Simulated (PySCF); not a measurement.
Stepwise substitution at one centre (Si OH-SH). Gas-phase values, no solvent. One relaxed conformer stands for each flexible species; it need not be the lowest. Strings in code marks are SMILES. All members: neutral, multiplicity 1. Level: ωB97X-D3(BJ)/def2-TZVP (PySCF), beside PBE-D3(BJ)/def2-TZVP // ωB97X-D3(BJ)/def2-TZVP (PySCF) at the same geometries.  Orbital energies are measured against the vacuum level.

```json
[
 {"species": "`O[Si](O)(O)O`", "HOMO, PBE (eV)": "-7.32", "HOMO, ωB97X-D3(BJ) (eV)": "-11.72"},
 {"species": "`S[Si](S)(S)S`", "HOMO, PBE (eV)": "-6.38", "HOMO, ωB97X-D3(BJ) (eV)": "withheld"},
 {"species": "`O[Si](O)(O)S`", "HOMO, PBE (eV)": "-6.30", "HOMO, ωB97X-D3(BJ) (eV)": "-10.06"},
 {"species": "`O[Si](S)(S)S`", "HOMO, PBE (eV)": "-6.27", "HOMO, ωB97X-D3(BJ) (eV)": "-9.90"},
 {"species": "`O[Si](O)(S)S`", "HOMO, PBE (eV)": "-6.11", "HOMO, ωB97X-D3(BJ) (eV)": "-9.75"}
]
```

Question: Fit y = a + b·x, y being the HOMO at the first level, to the 4 complete rows by least squares, with x = the PBE value in eV. Give a, b and the rms residual, and predict the withheld value.

Answer: Means of the 4 rows: x̄ = -6.5, ȳ = -10.357 eV. Σ(x − x̄)² = 0.9174 and Σ(x − x̄)(y − ȳ) = 1.5189, so b = 1.656 and a = ȳ − b·x̄ = 0.407 eV. The rms residual is 0.046 eV. At x = -6.38 the line gives -10.16 eV. The run for `S[Si](S)(S)S` gave -10.01 eV, so the line is off by 0.15 eV, more than twice the rms residual.

Codes: PySCF.
